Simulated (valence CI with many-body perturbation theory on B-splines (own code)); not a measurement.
Energy levels of Os⁴⁺

Level of theory: configuration interaction combined with many-body perturbation theory (CI+MBPT): four valence electrons over a frozen Dirac-Fock core [Xe] 4f14, radial functions for each j: 9 s, 9 p, 10 d, 8 f, 5 g, 3 h, 1 i, with the one-electron correlation potential Σ1, the two-electron term Σ2, the three-electron term Σ3, Breit, model QED; selected CI, second order for the rest, scaled by the run's own slope (own B-spline code, finite nucleus).

Against 53 measured levels this calculation errs by 751 cm⁻¹ on average and by 1811 at most. These come from a selection out of Palmeri et al., Atoms 14, 22 (2026). Levels without a partner in it may be off by more, other configurations by 1,000 to 8,000 cm⁻¹. Among the levels kept, up to 250 cm⁻¹ of a level comes from second order outside the variational space, and about a tenth of that is noise between levels of different J, which matters for small intervals. Only levels of the ground parity were solved; by the run's estimate the other parity begins above the list, which can be wrong where configurations are misplaced. 1 measured level below the end of the list, from 73849 cm⁻¹ on, found no clear computed partner, and computed levels of the same name lie up to 620 cm⁻¹ from them.

Levels 1 to 45 of 66, with energies above the lowest level, 5d⁴ ⁵D_0. "Leading %" is the weight of the configuration and term that name the level; weights of strongly mixed levels are sums over their largest components and can fall short. In the jj column 3d3/2^4 stands for four electrons in 3d with j = 3/2.

```
No.  Configuration  Term  J  E (cm⁻¹)  Leading %               Leading jj      g
  1            5d⁴    ⁵D  0       0.0         66           5d3/2^4 (74 %)       
  2            5d⁴    ⁵D  1      4125         84     5d3/2^3 5d5/2 (83 %)  1.499
  3            5d⁴    ⁵D  2      7840         91   5d3/2^2 5d5/2^2 (59 %)  1.476
  4            5d⁴    ⁵D  3     10805         87   5d3/2^2 5d5/2^2 (51 %)  1.456
  5            5d⁴    ⁵D  4     12839         68     5d3/2^3 5d5/2 (44 %)  1.396
  6            5d⁴    ³P  0     18614         53   5d3/2^2 5d5/2^2 (67 %)       
  7            5d⁴    ³H  4     20215         58     5d3/2^3 5d5/2 (46 %)  0.967
  8            5d⁴    ³G  3     24082         62   5d3/2^2 5d5/2^2 (51 %)  0.899
  9            5d⁴    ³F  2     24721         68   5d3/2^2 5d5/2^2 (54 %)  0.805
 10            5d⁴    ³P  1     25024         76   5d3/2^2 5d5/2^2 (63 %)  1.394
 11            5d⁴    ³H  5     25138         77   5d3/2^2 5d5/2^2 (97 %)  1.070
 12            5d⁴    ³H  6     27390         73   5d3/2^2 5d5/2^2 (87 %)  1.123
 13            5d⁴    ³G  4     29866         52   5d3/2^2 5d5/2^2 (60 %)  1.048
 14            5d⁴    ³P  2     30738         50   5d3/2^2 5d5/2^2 (73 %)  1.300
 15            5d⁴    ³F  4     31923         39   5d3/2^2 5d5/2^2 (57 %)  1.136
 16            5d⁴    ³F  3     32586         55   5d3/2^2 5d5/2^2 (51 %)  1.117
 17            5d⁴    ³D  3     35030         47     5d3/2 5d5/2^3 (62 %)  1.147
 18            5d⁴    ¹D  2     36815         32     5d3/2 5d5/2^3 (55 %)  1.121
 19            5d⁴    ³G  5     37008         77     5d3/2 5d5/2^3 (96 %)  1.163
 20            5d⁴    ¹I  6     38966         73     5d3/2 5d5/2^3 (87 %)  1.043
 21            5d⁴    ³D  1     39067         86     5d3/2 5d5/2^3 (73 %)  0.622
 22            5d⁴    ¹G  4     44149         48   5d3/2^2 5d5/2^2 (43 %)  1.077
 23            5d⁴    ³P  2     44644         32   5d3/2^2 5d5/2^2 (57 %)  1.151
 24            5d⁴    ¹S  0     45221         74     5d3/2 5d5/2^3 (76 %)       
 25            5d⁴    ¹F  3     47240         63     5d3/2 5d5/2^3 (78 %)  1.058
 26            5d⁴    ³P  2     50987         69   5d3/2^2 5d5/2^2 (51 %)  1.301
 27            5d⁴    ³F  4     54477         65   5d3/2^2 5d5/2^2 (49 %)  1.170
 28            5d⁴    ³F  2     55820         62           5d5/2^4 (39 %)  0.844
 29            5d⁴    ³F  3     56688         79     5d3/2 5d5/2^3 (93 %)  1.073
 30            5d⁴    ³P  1     57013         94     5d3/2 5d5/2^3 (89 %)  1.485
 31            5d⁴    ³P  0     60169         82           5d5/2^4 (53 %)       
 32            5d⁴    ¹G  4     60385         72     5d3/2 5d5/2^3 (81 %)  1.055
 33          5d³6s    ⁵F  1     72060         88        5d3/2^3 6s (63 %)  0.060
 34          5d³6s    ⁵F  2     74469         53        5d3/2^3 6s (32 %)  1.005
 35            5d⁴    ¹D  2     74954         58   5d3/2^2 5d5/2^2 (27 %)  1.004
 36          5d³6s    ⁵F  3     78965         92  5d3/2^2 5d5/2 6s (78 %)  1.244
 37          5d³6s    ⁵F  4     83230         89  5d3/2 5d5/2^2 6s (53 %)  1.323
 38          5d³6s    ⁵F  5     86824         75  5d3/2^2 5d5/2 6s (44 %)  1.345
 39          5d³6s    ⁵P  2     87016         36  5d3/2^2 5d5/2 6s (43 %)  1.343
 40          5d³6s    ⁵P  1     88745         75  5d3/2^2 5d5/2 6s (84 %)  2.221
 41          5d³6s    ³F  2     90357         59  5d3/2^2 5d5/2 6s (90 %)  1.071
 42          5d³6s    ³G  3     93280         46  5d3/2^2 5d5/2 6s (84 %)  0.946
 43            5d⁴    ¹S  0     94797         90   5d3/2^2 5d5/2^2 (48 %)       
 44          5d³6s    ³H  4     94841         41  5d3/2^2 5d5/2 6s (84 %)  0.978
 45          5d³6s    ⁵P  3     96013         90  5d3/2 5d5/2^2 6s (60 %)  1.617
```

Names give the largest LS component (configuration and term), which can be under half, so a name can repeat, a term be missing and a line seem to break the LS rules; names also repeat where a configuration has a term twice.

Where two levels of one J and parity lie close, their mixing, g and order are uncertain.

The ionisation energy to 5d³ ⁴F3/2 of the next ion comes out as 55.961 eV (NIST: 55 ± 1.9 eV (theoretical)). All 66 levels together are meant to be complete up to 119310 cm⁻¹.
